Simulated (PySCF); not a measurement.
These compounds are isomers of formula C$_{6}$H$_{9}$NOSi.

A. `N#C[C@@H]1C[SiH2][C@]12C[C@H]2O`
B. SMILES [SiH3]/C=C\[C@@H](C#C)NC=O
C. `N#C[C@@H]1OCC(=C)[SiH2]C1`
D. SMILES C=C(CC(C)=O)[SiH2]C#N

Spectrum 1. 13C{1H} NMR (computed): δ 218.4 (C), 146.7 (C), 136.7 (CH2), 126.9 (C), 54.8 (CH2), 31.9 (CH3).

Spectrum 2. 13C{1H} NMR (computed): δ 126.5 (C), 60.1 (CH), 29.3 (CH), 26.8 (CH2), 22.0 (C), 14.4 (CH2).

Spectrum 3. 13C{1H} NMR (computed): δ 159.1 (CH), 156.1 (CH), 129.9 (CH), 86.5 (C), 81.2 (CH), 42.8 (CH).

Spectrum 4. 13C{1H} NMR (computed): δ 148.0 (C), 135.0 (CH2), 121.8 (C), 76.0 (CH2), 64.7 (CH), 17.7 (CH2).

Method: NMR shieldings at PBE0/pcSseg-1/GIAO, structure optimised with GFN2-xTB, in PySCF 2.14 (gas phase, one averaged value for each set of equivalent atoms, a single conformation, no relativistic terms).

References, each an isolated molecule treated in the same way: 13C (186.93 ppm) vs TMS. Acid and N–H amide carbonyl carbons lie up to 10 ppm further downfield in solution (hydrogen bonding). Shifts are as computed. Against solution values, carbons near 30 ppm lie about +3 ppm off and those near 130 ppm about +5 ppm. Of 1309 compounds with measured shifts, 239 miss one by over three times the rms of a fit or turn the order of signals round; such compounds aren't used in these exercises.

Which spectrum belongs to which compound?

## Answers

1–D, 2–A, 3–B, 4–C.

- Spectrum 1 (D): 6 13C signals; δC 218.4 is a ketone carbonyl carbon; δC 146.7 is a fully substituted alkene carbon.
- Spectrum 2 (A): 6 13C signals; δC 126.5 is a nitrile carbon; δC 60.1 is a three-membered-ring carbon.
- Spectrum 3 (B): 6 13C signals; δC 159.1 is an amide carbonyl carbon; δC 156.1 is an alkene CH.
- Spectrum 4 (C): 6 13C signals; δC 148.0 is a fully substituted alkene carbon; δC 135.0 is a terminal =CH2 carbon.
